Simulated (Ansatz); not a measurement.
C2H2Cl (SMILES C=[C-]Cl), charge -1, singlet, geometry from GFN2-xTB (a gas-phase anion, which may not be bound at this level); WB97X/cc-pVDZ (Ansatz, a quantum-chemistry and plane-wave program).

Here is a job for Ansatz.
Ansatz 0.2 input:
```yaml
crystal:
  periodic: [false, false, false]
  atoms:
    - {symbol: C, position_ang: [-0.11782134, 0.97244023, 0.00402460]}
    - {symbol: C, position_ang: [1.20949826, 1.06784053, 0.01132795]}
    - {symbol: Cl, position_ang: [-0.59700984, -0.85895942, -0.00717248]}
    - {symbol: H, position_ang: [1.97685805, 0.28124257, 0.01154024]}
    - {symbol: H, position_ang: [1.62224777, 2.07938296, 0.01827654]}
basis:
  gaussian:
    orbitals: cc-pVDZ
hamiltonian:
  xc: {name: wB97X}
total_charge: -1
accuracy: high
```

What the program printed (banner, timings and long lists left out):

```
Functional definition: wB97X
1261 factors; integrals over basis functions are off by at most 4.0e-9 eV
261 factors; integrals over basis functions are off by at most 2.6e-9 eV
mean field evaluation 1: about -14626.1632 eV, gradient 1.8e1 eV
mean field evaluation 2: about -14626.6762 eV, gradient 1.2e1 eV
mean field evaluation 4: about -14627.0380 eV, gradient 8.4e-1 eV
mean field evaluation 8: about -14627.0415 eV, gradient 1.7e-2 eV
mean field evaluation 16: about -14627.0415 eV, gradient 5.1e-6 eV
mean field -14627.04152675 eV, -537.5338615432 hartree, gradient 2.8e-8 eV, S^2 0.000000; 0 other end points of the search recorded, 0 dependent functions left out
reference -14627.04152465 eV, -537.5338614659 hartree; 16, 16 occupied and 40, 40 virtual orbitals, 1261 factors
Total energy: -14627.04152465 eV, -537.5338614659 hartree
```
